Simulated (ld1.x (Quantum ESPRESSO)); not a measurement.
**Al: variants of one TM potential**

Base potential:

Al (Z = 13), norm-conserving Troullier–Martins (Kleinman–Bylander form), made with ld1.x (Quantum ESPRESSO) 7.5 (LDA (PZ), non-relativistic). Core [Ne], reference 3s2 3p1. Waves: 3s (bound): rc 1.80 bohr; 3p (bound): rc 1.90 bohr; 3d channel at 0.4 Ry: rc 1.55 bohr. Local part: all-electron potential smoothed inside 1.40 bohr (lloc = -1). Core correction: Bessel-smoothed model core, default radius (core density twice the valence density).

All-electron outer shells of the reference configuration (LDA (PZ), non-relativistic, ld1.x):

| shell | level (eV) | outermost node (bohr) | outermost maximum (bohr) |
| --- | --- | --- | --- |
| 3s | -7.81 | 0.80 | 2.06 |
| 3p | -2.80 | 0.82 | 2.64 |

Cutoffs, loose and tight: the cutoffs (Ry, on a coarse ladder) from which the occupation-weighted sum of valence levels, in a spherical-Bessel basis at the reference potential, stays within 10 and 1 mRy of its value at 400 Ry. They do not see the model core or the augmentation charge, which bear on the density cutoff. Test errors are all-electron minus pseudo excitation energies from the reference, over the configurations 3s2 3p0; 3s1 3p0; 3s2 3p0.5; 3s1 3p1; 3s0 3p3; 3s2 3p1.3; 3s1 3p2 (two spin-polarised tests are not counted in the largest error). A dash means not determined; rows that change the core or the reference have their own tests.

```tsv
change	outcome	cutoff, loose	cutoff, tight	bound ghosts	largest test error (meV)
base	generated	10 Ry	30 Ry	none	+25
wave 3s (bound): rc 1.80 bohr becomes 3s (bound): rc 1.26 bohr	generated	50 Ry	140 Ry	none	+43
wave 3s (bound): rc 1.80 bohr becomes 3s (bound): rc 1.42 bohr	generated	35 Ry	70 Ry	none	+34
wave 3s (bound): rc 1.80 bohr becomes 3s (bound): rc 1.72 bohr	generated	10 Ry	30 Ry	none	+25
wave 3s (bound): rc 1.80 bohr becomes 3s (bound): rc 1.94 bohr	generated	10 Ry	30 Ry	none	+25
```

What comes out with this change to the base: wave 3s (bound): rc 1.80 bohr becomes 3s (bound): rc 2.20 bohr?

outcome: generated; cutoff, loose: 10 Ry; cutoff, tight: 25 Ry; bound ghosts: none; largest test error (meV): +26.

What comes out with this change to the base: wave 3s (bound): rc 1.80 bohr becomes 3s (bound): rc 2.60 bohr?

outcome: generated; cutoff, loose: 8 Ry; cutoff, tight: 21 Ry; bound ghosts: none; largest test error (meV): -40.

What comes out with this change to the base: wave 3s (bound): rc 1.80 bohr becomes 3s (bound): rc 2.38 bohr?

outcome: generated; cutoff, loose: 8 Ry; cutoff, tight: 25 Ry; bound ghosts: none; largest test error (meV): +28.

Reading the sweep of the s radius (base included, trends over the rows without a ghost): The loose cutoff falls from 50 Ry at 1.26 to 8 Ry at 2.6 bohr. A larger radius leaves more room for a smooth pseudo-wave, so fewer plane waves are needed; a smaller one forces it to follow the all-electron wave where it bends sharply. The median size of the test errors (rows with all tests solved) is not monotonic: lowest 1.1 meV at 1.8 bohr, highest 6.3 meV at 2.6 bohr.
